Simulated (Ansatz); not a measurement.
Cartesian coordinates in Å:
```
Si -0.637 -1.475 0.694
Si -0.032 0.182 -0.830
Al 0.604 2.346 -0.267
S 2.083 0.793 -0.575
H 0.126 -2.731 0.461
H -0.354 -0.986 2.069
H -2.092 -1.772 0.578
H -0.317 -0.230 -2.234
H 0.618 3.873 0.104
```

The species carries charge 0 and has multiplicity 1.

Question: List the ωB97M-V/def2-TZVPP orbital energies in eV (Ansatz). (Estimate.)

Answer: Computed: Occupied: -2426.25, -1807.19, -1806.88, -1532.86, -220.23, -163.30, -163.24, -163.23, -148.24, -148.00, -117.45, -102.39, -102.32, -102.32, -102.10, -102.10, -102.09, -77.09, -76.97, -76.90, -22.42, -18.21, -16.01, -14.02, -12.54, -12.22, -11.89, -11.31, -10.57, -9.38, -8.48. Lowest empty: -0.16, 0.52, 1.22, 1.95, 2.21, 2.45, 2.97, 3.10.
